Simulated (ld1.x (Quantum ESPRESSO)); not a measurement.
**antimony (Sb): excitation energies, all-electron against RRKJ**

ld1.x (Quantum ESPRESSO) 7.5 input, shortened:

```
&input
   title='Sb', zed=51., rel=1, dft='BLYP', iswitch=3,
   config='[Kr] 4d10 5s1.5 5p3.5 5d-2'
 /
 &inputp
   pseudotype=2, tm=.false., lloc=0,
   nlcc=.true., new_core_ps=.true., rcore=1.00
 /
3
5P  2  1   3.50   0.00  1.70  1.70  0.0
5D  3  2  -2.00   0.40  1.90  1.90  0.0
5S  1  0   1.50   0.00  2.05  2.05  0.0
 &test
   configts(1)='5s1.5 5p3.5'
 /
```

Energies are relative to the spin-unpolarised reference configuration 5s1.5 5p3.5; without spin polarisation the order of configurations can differ from experiment.

Give the all-electron excitation energy and the error of the potential for: 5s2 5p3; 5s2 5p2; 5s2 5p1; 5s0 5p5; 5s1 5p4; 5s1 5p0; 5s1 5p3.

```json
{"valence configuration": "5s2 5p3", "charge": "0", "ΔE all-electron (eV)": "-4.051", "error AE − PS (meV)": "-1.5"}
{"valence configuration": "5s2 5p2", "charge": "+1", "ΔE all-electron (eV)": "4.146", "error AE − PS (meV)": "-3.0"}
{"valence configuration": "5s2 5p1", "charge": "+2", "ΔE all-electron (eV)": "20.059", "error AE − PS (meV)": "-26"}
{"valence configuration": "5s0 5p5", "charge": "0", "ΔE all-electron (eV)": "12.501", "error AE − PS (meV)": "-17"}
{"valence configuration": "5s1 5p4", "charge": "0", "ΔE all-electron (eV)": "4.111", "error AE − PS (meV)": "-2.2"}
{"valence configuration": "5s1 5p0", "charge": "+4", "ΔE all-electron (eV)": "88.971", "error AE − PS (meV)": "-424"}
{"valence configuration": "5s1 5p3", "charge": "+1", "ΔE all-electron (eV)": "12.906", "error AE − PS (meV)": "-12"}
```

Note: ghost states, extra bound levels that the all-electron valence spectrum of the same l lacks: p at -552.3 eV, d at -90.9 eV. A true bound ghost makes a file unfit for plane-wave use.
